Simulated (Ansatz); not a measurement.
One change: `C[SiH2]OB(O)O` becomes `[CH3][Al]([CH3])[O]B(O)O`.

Ansatz, PBE0-D4/def2-TZVP geometries, multiplicity 1. Each molecule was computed in one conformer, which needn't be the lowest.

| property | `C[SiH2]OB(O)O` |
| --- | --- |
| LUMO energy (ωB97M-V/def2-TZVPP) / eV | 1.90 |
| HOMO energy (ωB97M-V/def2-TZVPP) / eV | -10.90 |
| HOMO energy (PBE/def2-TZVPP) / eV | -7.18 |
| LUMO energy (B3LYP/def2-TZVPP) / eV | 0.17 |
| HOMO–LUMO gap (ωB97M-V/def2-TZVPP) / eV | 12.80 |
| HOMO–LUMO gap (PBE/def2-TZVPP) / eV | 6.84 |

**Question.** What does the change do to each property? (Estimate.)

**Answer.** The calculation gave: 
```json
{"property": "LUMO energy (ωB97M-V/def2-TZVPP) / eV", "`[CH3][Al]([CH3])[O]B(O)O`": "1.41", "shift": "-0.49"}
{"property": "HOMO energy (ωB97M-V/def2-TZVPP) / eV", "`[CH3][Al]([CH3])[O]B(O)O`": "-9.89", "shift": "1.01"}
{"property": "HOMO energy (PBE/def2-TZVPP) / eV", "`[CH3][Al]([CH3])[O]B(O)O`": "-6.36", "shift": "0.82"}
{"property": "LUMO energy (B3LYP/def2-TZVPP) / eV", "`[CH3][Al]([CH3])[O]B(O)O`": "-0.37", "shift": "-0.54"}
{"property": "HOMO–LUMO gap (ωB97M-V/def2-TZVPP) / eV", "`[CH3][Al]([CH3])[O]B(O)O`": "11.29", "shift": "-1.51"}
{"property": "HOMO–LUMO gap (PBE/def2-TZVPP) / eV", "`[CH3][Al]([CH3])[O]B(O)O`": "5.44", "shift": "-1.40"}
```

With PBE0 the HOMO rises by 0.95 eV and the LUMO falls by 0.62 eV, so the gap narrows by about 1.57 eV. PBE moves the HOMO by 0.82 eV and ωB97M-V by 1.01 eV.

B3LYP here is the variant with VWN-RPA as its local correlation; programs differ in this.
